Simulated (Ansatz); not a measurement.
Reactions of C$_{2}$H$_{7}$FSn (`[CH3][SnH2][CH2]F`).

Program: Ansatz. Geometries: PBE0-D4/def2-TZVP. ΔE: electronic, gas phase. CCSD(T)/CBS is the MP2 limit (def2-TZVPP, def2-QZVPP) plus CCSD(T) − MP2 in def2-TZVPP, frozen cores. This one scheme is used for every species. Elements past krypton have def2 core potentials. For Br, Ge, Sn outer-core shells are correlated without core-valence functions, which leaves a few kJ/mol of doubt a bond. Scalar relativity is left out up to krypton. Each species was taken in one conformer, which may not be the lowest.

```csv
reaction,CCSD/CBS(def2) (kcal/mol)
`[CH3][SnH2][CH2]F` + HCl → `[CH3][SnH2][CH2]Cl` + H–F,-10.4
`[CH3][SnH2][CH2]F` + BH₃ → `B[CH2][SnH2][CH3]` + H–F,-38.3
`[CH3][SnH2][CH2]F` + HBr → `F[CH2][SnH2][Br]` + CH₄,-31.3
`[CH3][SnH2][CH2]F` + HCl → `F[CH2][SnH2][Cl]` + CH₄,-27.3
`[CH3][SnH2][CH2]F` + H₂ → `F[CH2][SnH3]` + CH₄,-9.4
`[CH3][SnH2][CH2]F` → `C[CH2][SnH2][F]`,-34.2
`[CH3][SnH2][CH2]F` + `[OH][GeH]([F])[F]` → `C[O][GeH]([F])[F]` + `F[CH2][SnH3]`,20.9
`[CH3][SnH2][CH2]F` + H–F → `[CH3][SnH2][F]` + `CF`,-23.4
`[CH3][SnH2][CH2]F` → `[CH3][SnH3]` + `[CH]F`,87.0
`[CH3][SnH2][CH2]F` + HCl → `[CH3][SnH2][Cl]` + `CF`,-32.9
```

(1) Give the CCSD(T)/CBS values in the same order. (An estimate is asked.)

Largest T1 diagnostic: 0.018, for `[CH]F`.

Results:

(1) The calculation gave: -11.1, -39.5, -30.8, -26.9, -8.3, -34.0, 21.3, -22.7, 87.9, -32.2 kcal/mol.
